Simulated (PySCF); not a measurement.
SMILES [SiH2]([SiH2]Br)CC (C2H9BrSi2) (GFN2-xTB optimised geometry):

```
14

C      2.361    -1.489    -0.179
C      0.842    -1.390    -0.171
Si     0.241     0.404     0.000
Si    -2.069     0.404     0.000
Br    -2.777     2.523     0.000
H      2.775    -1.094     0.745
H      2.777    -0.918    -1.007
H      2.686    -2.523    -0.283
H      0.450    -1.997     0.648
H      0.452    -1.830    -1.092
H      0.774     0.976     1.245
H      0.780     1.202    -1.111
H     -2.750    -0.143    -1.172
H     -2.746    -0.141     1.176
```

Level of theory: CAM-B3LYP/def2-TZVP in PySCF 2.14.0.

### Question
What are the frontier orbital energies and the dipole moment?

### Answer
HOMO-2 -10.22 eV, HOMO-1 -9.42 eV, HOMO -9.00 eV, LUMO 0.26 eV, LUMO+1 1.13 eV; dipole moment 2.89 D.

Meta-Löwdin charges at CAM-B3LYP/def2-TZVP: C1 -0.32, C2 -0.42, Si3 0.42, Si4 0.42, Br5 -0.31, H6 0.11, H7 0.11, H8 0.11, H9 0.11, H10 0.11, H11 -0.09, H12 -0.09, H13 -0.09, H14 -0.09.
